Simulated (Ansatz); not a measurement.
Geometry optimisation, RKS PBE0-D4/STO-3G (Ansatz 0.2.0).

Input:

```yaml
crystal:
  periodic: [false, false, false]
  atoms:
    - { symbol: C, position_ang: [-0.0322, -1.6486, 1.9291] }
    - { symbol: Al, position_ang: [0.4685, -0.5039, 0.3554] }
    - { symbol: C, position_ang: [2.1933, 0.3874, 0.3338] }
    - { symbol: O, position_ang: [2.57228, 1.15198, -0.64024] }
    - { symbol: C, position_ang: [-0.7605, -0.2813, -1.205] }
    - { symbol: Si, position_ang: [-1.1579, 1.5528, -1.4063] }
    - { symbol: H, position_ang: [0.6613, -2.4391, 2.0529] }
    - { symbol: H, position_ang: [-1.0596, -1.9914, 1.734] }
    - { symbol: H, position_ang: [-0.0815, -0.9564, 2.8723] }
    - { symbol: H, position_ang: [2.89546, 0.31312, 1.13178] }
    - { symbol: H, position_ang: [-1.7093, -0.8367, -0.976] }
    - { symbol: H, position_ang: [-0.2587, -0.6522, -2.0906] }
    - { symbol: H, position_ang: [0.0347, 2.3109, -1.6725] }
    - { symbol: H, position_ang: [-2.094, 1.7142, -2.5299] }
    - { symbol: H, position_ang: [-1.8041, 2.0345, -0.1831] }
basis:
  gaussian: { orbitals: STO-3G }
hamiltonian:
  xc: pbe0
  dispersion: d4
relax:
  f_tol: 0.015
  max_steps: 40
```

Command:

```bash
$ ansatz run input.yaml --threads 1 --pin off --max-ram 2048MiB --backend cpu --events-out ev --progress --plain --runs-dir out
```

Question: Where does it end, and by what steps?

Answer: It converged. Limits of this set-up: minimal basis. After 27 steps the energy has fallen by 0.649 eV; H13 moved furthest, 0.87 Å.

```
step  energy less start (eV)  largest force component (eV/Å)  accepted
   0                  0.0000                           4.601       yes
   1                 -0.5116                           1.536       yes
   2                 -0.2341                           4.545        no
   3                 -0.6154                           0.798       yes
   4                 -0.6324                           0.165       yes
   5                 -0.6365                           0.134       yes
   6                 -0.6383                           0.040       yes
   7                 -0.6394                           0.041       yes
   8                 -0.6405                           0.075       yes
   9                 -0.6414                           0.080       yes
  10                 -0.6425                           0.061       yes
  11                 -0.6435                           0.064       yes
  12                 -0.6418                           0.208        no
  13                 -0.6443                           0.091       yes
  14                 -0.6459                           0.070       yes
  15                 -0.6464                           0.069       yes
  16                 -0.6471                           0.057       yes
  17                 -0.6478                           0.059       yes
  18                 -0.6481                           0.062       yes
  19                 -0.6479                           0.095        no
  20                 -0.6487                           0.030       yes
  21                 -0.6489                           0.019       yes
  22                 -0.6490                           0.017       yes
  23                 -0.6491                           0.019       yes
  24                 -0.6492                           0.018       yes
  25                 -0.6492                           0.015       yes
  26                 -0.6492                           0.017       yes
  27                 -0.6493                           0.009       yes
```

```xyz
15
Properties=species:S:1:pos:R:3
C -0.133 -1.231 1.862
Al 0.563 -0.501 0.246
C 2.445 0.009 0.195
O 3.028 0.560 -0.773
C -0.525 -0.193 -1.281
Si -1.456 1.424 -1.205
H 0.514 -2.014 2.272
H -1.129 -1.664 1.740
H -0.214 -0.462 2.639
H 3.074 -0.208 1.114
H -1.257 -0.997 -1.399
H 0.087 -0.187 -2.188
H -0.540 2.529 -1.052
H -2.243 1.652 -2.395
H -2.347 1.437 -0.068
```

Whether the end is a true minimum wasn't checked by a vibrational analysis.

Time of the run: 2 min on 1 thread of Arm Neoverse V1 (shared host), peak memory 0.16 GiB.
